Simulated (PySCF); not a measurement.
These compounds are isomers of formula C$_{8}$H$_{10}$O$_{2}$.

A. SMILES CC(=O)OC1C=CCC=C1
B. SMILES O=C1C=C(C2CCC2)CO1
C. `CCCc1ccoc(=O)c1`
D. `CC(=O)[C@@H]1C=CC(=O)CC1`
E. SMILES C=C([C@@H]1C(=C)C1)OC(C)=O
F. 2-methoxybenzyl alcohol (COc1ccccc1CO)

Spectrum 1. ¹³C{¹H} NMR (computed): δ 181.7 (C), 176.6 (C), 122.1 (CH), 73.5 (CH2), 35.0 (CH), 28.2 (CH2), 18.1 (CH2).

Spectrum 2. ¹³C{¹H} NMR (computed): δ 174.9 (C), 133.7 (CH), 133.4 (CH), 64.5 (CH), 30.6 (CH2), 23.5 (CH3).

Spectrum 3. ¹³C{¹H} NMR (computed): δ 163.6 (C), 163.6 (C), 160.7 (CH), 121.8 (CH), 111.7 (CH), 41.1 (CH2), 25.6 (CH2), 13.8 (CH3).

Spectrum 4. ¹³C{¹H} NMR (computed): δ 165.1 (C), 137.8 (C), 134.4 (CH), 133.5 (CH), 126.2 (CH), 112.9 (CH), 69.4 (CH2), 55.7 (CH3).

Spectrum 5. ¹³C{¹H} NMR (computed): δ 211.4 (C), 200.6 (C), 153.0 (CH), 137.9 (CH), 54.4 (CH), 40.1 (CH2), 31.1 (CH3), 27.1 (CH2).

Spectrum 6. ¹³C{¹H} NMR (computed): δ 173.0 (C), 165.7 (C), 143.2 (C), 112.2 (CH2), 102.8 (CH2), 24.2 (CH3), 21.8 (CH), 19.8 (CH2).

[PySCF 2.14: PBE0/pcSseg-1 with gauge-including orbitals; GFN2-xTB structure; rapidly exchanging positions averaged; no solvent; relativity neglected; single conformer]

Referencing at the same level of theory: TMS for ¹³C (σ = 186.93 ppm). Shifts are as computed. Against solution values, carbons near 30 ppm lie about +3 ppm off and those near 130 ppm about +5 ppm. Of 1211 compounds with measured shifts, 218 miss one by over three times the rms of a fit or turn the order of signals round; such compounds aren't used in these exercises.

Match each spectrum to its structure.

Results:

1–B, 2–A, 3–C, 4–F, 5–D, 6–E.

- Spectrum 1 (B): 7 ¹³C signals; δC 181.7 is a β carbon of a C=C–C=O unit; δC 176.6 is an ester carbonyl carbon.
- Spectrum 2 (A): 6 ¹³C signals; δC 174.9 is an ester carbonyl carbon; δC 133.7 is an alkene CH.
- Spectrum 3 (C): 8 ¹³C signals; δC 41.1 is an sp3 CH2 on an unsaturated ring; δC 25.6 is an sp3 CH2.
- Spectrum 4 (F): 8 ¹³C signals; δC 165.1 is an aromatic carbon bearing oxygen; δC 134.4 is an aromatic CH.
- Spectrum 5 (D): 8 ¹³C signals; δC 211.4 is a ketone carbonyl carbon; δC 200.6 is a ketone carbonyl carbon.
- Spectrum 6 (E): 8 ¹³C signals; δC 173.0 is an ester carbonyl carbon; δC 165.7 is an alkene carbon bearing oxygen.
